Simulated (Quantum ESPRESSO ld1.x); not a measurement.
Problem. Pr0.5+, 58.5 electrons, occupied as [Xe] 4f3 6s1.5 (fractional occupations, a model configuration). All-electron calculation, scalar-relativistic Kohn-Sham, LDA (Slater exchange, VWN5 correlation), spin-unpolarised, spherical densities, point nucleus. Program: ld1.x of Quantum ESPRESSO 7.5. Some entries of the table are withheld. Estimate them.

| orbital | occ. | eigenvalue (eV) | <r^2> (bohr^2) |
|---|---|---|---|
| 1s | 2 | -41778.0 | 0.0007907 |
| 2s | 2 | -6724.42 | 0.01255 |
| 2p | 6 | -6019.99 | 0.01001 |
| 3s | 2 | (1) | 0.08496 |
| 3p | 6 | -1229.25 | 0.08493 |
| 3d | 10 | -915.230 | 0.07224 |
| 4s | 2 | (2) | 0.4379 |
| 4p | 6 | -217.522 | 0.4953 |
| 4d | 10 | -113.189 | 0.6151 |
| 5s | 2 | -41.9671 | 2.551 |
| 5p | 6 | -24.3640 | 3.549 |
| 6s | 1.5 | -5.8862 | 20.00 |
| 4f | 3 | -4.2263 | 2.016 |

Solution. 
(1) 3s eigenvalue (eV): -1452.37
(2) 4s eigenvalue (eV): -290.471
